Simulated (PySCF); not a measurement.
Excitations are Tamm–Dancoff values on a coarser integration grid. The basis has no diffuse functions, so Rydberg states are missing or too high.

# CH₃F₃OSn, SMILES `C[O][Sn]([F])([F])[F]` (charge 0, multiplicity 1)

These are PySCF with PBE-D3(BJ)/def2-TZVP // PBE0-D3(BJ)/def2-SVP values and carry that method's errors.

```yaml
HOMO: -7.52 eV
dipole_moment: 2.78 D
HOMO–LUMO gap: 3.33 eV
LUMO: -4.18 eV
S1 excitation (TDA): 3.49 eV
S1 oscillator strength: 0.004
brightest of the four lowest singlets (TDA): 4.67 eV
T1 excitation (TDA): 3.15 eV
S1–T1 gap (TDA): 0.35 eV
total_energy: -17111.49 eV
cost: about 2.6 core-minutes (a rough figure)
```

Bond lengths (Å): C1–O2 1.415, C1–H7 1.104, C1–H8 1.104, C1–H9 1.100, O2–Sn3 1.945, Sn3–F4 1.914, Sn3–F5 1.914, Sn3–F6 1.906. Angles (°): O2–C1–H7 112.5, O2–C1–H8 112.5, O2–C1–H9 106.8, H7–C1–H8 108.8, H7–C1–H9 108.0, H8–C1–H9 108.0, C1–O2–Sn3 120.5, O2–Sn3–F4 112.1, O2–Sn3–F5 112.2, O2–Sn3–F6 109.8, F4–Sn3–F5 106.1, F4–Sn3–F6 108.2, F5–Sn3–F6 108.2.
